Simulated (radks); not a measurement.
Results of a calculation; reference values are marked as such.
Isoelectronic series with 30 electrons, all held in the configuration [Ar] 3d10 4s2, which need not be the ground one along the series. Level of theory: scalar-relativistic Kohn-Sham, BLYP, spin-unpolarised, spherical densities, finite nucleus; Fermi nuclear charge, rms radius of each element as measured or else 0.836 A^(1/3) + 0.57 fm (a radial shooting solver on a logarithmic mesh with Libxc functionals). Total energies (hartree) and orbital eigenvalues (hartree):

ion   E (hartree)        4s        3d         3p
Zn    -1796.38460  -0.21910  -0.36945   -3.05809
Ga+   -1944.10778  -0.60152  -1.00444   -3.93032
Ge2+  -2098.38386  -1.07777  -1.80414   -4.97452
As3+  -2259.19807  -1.63691  -2.74893   -6.16860
Se4+  -2426.54918  -2.27341  -3.82835   -7.50090
Br5+  -2600.44510  -2.98404  -5.03612   -8.96456
Kr6+  -2780.89867  -3.76679  -6.36816  -10.55529
Rb7+  -2967.92692  -4.62034  -7.82171  -12.27024
Sr8+  -3161.54953  -5.54379  -9.39480  -14.10748
